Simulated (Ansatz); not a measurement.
trans-NiCl2(PH3)2 (NiP2H6Cl2). Charge 0, multiplicity 3. Geometry PBE-D4/def2-SVP, basis def2-TZVP, Ansatz.

```xyz
11

Ni    0.000    0.003    0.006
Cl   -2.008   -0.303    0.887
P     0.668   -2.113    0.572
H     0.813   -2.211    1.990
H     1.939   -2.670    0.212
H    -0.136   -3.283    0.380
Cl    1.947    0.862    0.611
P    -0.650    1.947   -1.014
H     0.203    2.727   -1.861
H    -0.907    2.950   -0.029
H    -1.869    2.093   -1.754
```

```tsv
run	HOMO (eV)	LUMO (eV)
A	-5.20	-5.47
B	-6.84	-3.10
C	-5.63	-4.61
D	-5.17	-5.09
```

At PBE0-D4/def2-TZVP a singlet of charge 0 lies 0.29 eV below the triplet, each at its own geometry.

HOMO and LUMO are taken over both spins.

Q: The runs used LDA (SPW92), PBE, PBE0, r2SCAN. Estimate which is which.

A: A LDA (SPW92) (0 % exact exchange); B PBE0 (25 % exact exchange); C r2SCAN (0 % exact exchange); D PBE (0 % exact exchange). Exact exchange lowers occupied and raises empty levels; among semilocal functionals meta-GGAs tend to open the gap a little, and such runs are hard to tell apart. The gap grows from -0.27 eV (LDA (SPW92)) to 3.74 eV (PBE0).
